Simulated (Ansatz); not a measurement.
Conformers of `C[SiH2]N[SiH2]O`, each relaxed with PBE0-D4/def2-TZVP in Ansatz. CBS adds the triple-zeta coupled-cluster correction to the MP2 limit.

Not all of them had a frequency check.

Conformer A:

Cartesian coordinates in Å:
```
C -1.331 -1.635 -0.685
Si -1.204 -0.174 0.469
N 0.425 0.199 0.928
Si 1.435 1.433 0.288
O 1.894 1.186 -1.276
H -0.924 -2.539 -0.224
H -2.375 -1.832 -0.945
H -0.780 -1.444 -1.609
H -1.731 1.044 -0.201
H -2.005 -0.455 1.693
H 0.852 -0.399 1.620
H 2.622 1.493 1.184
H 0.714 2.722 0.223
H 2.408 0.401 -1.466
```

Conformer B:

Cartesian coordinates in Å:
```
C -0.876 -0.855 1.999
Si -1.115 0.234 0.502
N -0.129 -0.268 -0.830
Si 1.013 0.632 -1.743
O 2.577 0.172 -1.508
H -1.517 -0.523 2.820
H 0.161 -0.831 2.343
H -1.135 -1.893 1.775
H -2.561 0.210 0.137
H -0.724 1.636 0.803
H -0.254 -1.228 -1.125
H 0.819 0.412 -3.195
H 0.810 2.051 -1.357
H 2.931 0.253 -0.621
```

Task: Which is lowest in electronic energy at CCSD(T)/CBS (frozen core, def2 sets), and by how much? (Best estimate.)

Result: The calculation gave: B; A lies 0.4 kJ/mol higher. Gaps under about 2 kJ/mol don't settle the order.

Task: Give the energies relative to B (kJ/mol) with r2SCAN-D4/def2-TZVPP, ωB97X-V/def2-TZVPP, PBE/def2-TZVPP, r2SCAN/def2-TZVPP, PBE0/def2-TZVPP, MP2/def2-QZVPP, SCS-MP2/def2-QZVPP. (An estimate is asked.)

Result: Computed: 
```
               level    A
r2SCAN-D4/def2-TZVPP  0.1
  ωB97X-V/def2-TZVPP  0.2
      PBE/def2-TZVPP  0.6
   r2SCAN/def2-TZVPP  0.3
     PBE0/def2-TZVPP  0.8
      MP2/def2-QZVPP  0.4
  SCS-MP2/def2-QZVPP  0.4
```
